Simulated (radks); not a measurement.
Q: The chromium ion Cr17+, 7 electrons, occupied as [He] 2s2 2p3. Calculated with a radial shooting solver on a logarithmic mesh with Libxc functionals: Dirac Kohn-Sham, BLYP, spin-unpolarised, spherical densities, point nucleus; open shells fill j = l - 1/2 first. Some entries of the table are withheld. Estimate them.

| orbital | occ. | eigenvalue (eV) | <r> (bohr) | r(max) (bohr) |
|---|---|---|---|---|
| 1s1/2 | 2 | -6681.462 | 0.06334 | 0.04156 |
| 2s1/2 | 2 | -1327.347 | 0.2754 | (1) |
| 2p1/2 | 2 | (2) | (3) | 0.1859 |
| 2p3/2 | 1 | (4) | (5) | 0.1880 |

A: 
(1) 2s1/2 r(max) (bohr): 0.2346
(2) 2p1/2 eigenvalue (eV): -1251.226
(3) 2p1/2 <r> (bohr): 0.2376
(4) 2p3/2 eigenvalue (eV): -1240.922
(5) 2p3/2 <r> (bohr): 0.2400
